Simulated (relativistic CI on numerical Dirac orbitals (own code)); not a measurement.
Method of calculation: Dirac-Coulomb-Breit CI, separate exchange-only KLI orbitals for each configuration, model QED, unscaled Slater integrals (own radial code, finite nucleus).

CI space (outside the closed core 1s2): 2s²2p³, 2s2p⁴, 2p⁵, 2p⁴3s, 2p⁴3p, 2s²2p²3s, 2p⁴3d, 2s²2p²3p, 2s²2p²3d, 2s2p³3s, 2s2p³3p, 2s2p³3d, 2s²2p²4s, 2s²2p²4p, 2s²2p²4d, 2s²2p²4f, 2s²2p3s², 2s2p³4s, 2s²2p3s3p, 2s2p³4p, 2s2p³4d, 2s²2p²5s, 2s²2p3s3d, 2s2p³4f, 2s²2p3p², 2s²2p²5p, 2s²2p²5d, 2s²2p²5f, 2s²2p²5g, 2s²2p3p3d, 2s2p²3s², 2s²2p3d², 2s2p²3s3p, 2s2p²3s3d, 2s2p²3p², 2s2p²3p3d. Levels of other configurations are missing.

At this charge energies of transitions that change n are usually good to better than 1 %, and those within a shell (Δn = 0) to a few per cent.

Outline of the computed level scheme of W LXVIII. Lowest level of each configuration: 2s²2p³ ²P°3/2 at 0.0 eV; 2s2p⁴ ⁴P5/2 at 1735.8 eV; 2p⁵ ²P°3/2 at 3651.9 eV; 2s²2p²3s ⁴P1/2 at 8805.2 eV; 2s²2p²3p ²P°1/2 at 8910.4 eV; 2s²2p²3d ²D3/2 at 9426.3 eV; 2s2p³3s ⁴P°5/2 at 10513.9 eV; 2s2p³3p ⁴P3/2 at 10629.5 eV.

Some strong electric-dipole decays among the lowest 45 levels: 2s²2p²3d ²D5/2 → 2s²2p³ ²P°3/2 (1.5e+15 s⁻¹); 2s2p³3p ²P1/2 → 2s²2p³ ²P°3/2 (5.7e+14 s⁻¹); 2s2p³3p ²D5/2 → 2s²2p³ ²P°3/2 (5.4e+14 s⁻¹); 2s2p³3p ²D3/2 → 2s²2p³ ²P°3/2 (3.8e+14 s⁻¹); 2s²2p²3d ²D3/2 → 2s²2p³ ²P°3/2 (2.6e+14 s⁻¹); 2s²2p²3d ⁴F3/2 → 2s²2p³ ²P°3/2 (2.3e+14 s⁻¹); 2s²2p²3s ⁴P1/2 → 2s²2p³ ²P°3/2 (2.3e+14 s⁻¹); 2s2p³3p ⁴P3/2 → 2s²2p³ ²P°3/2 (2.1e+14 s⁻¹).

LS names give the leading component of a level, which can be under half, so a name can repeat, a term be missing and a line seem to break the LS rules.
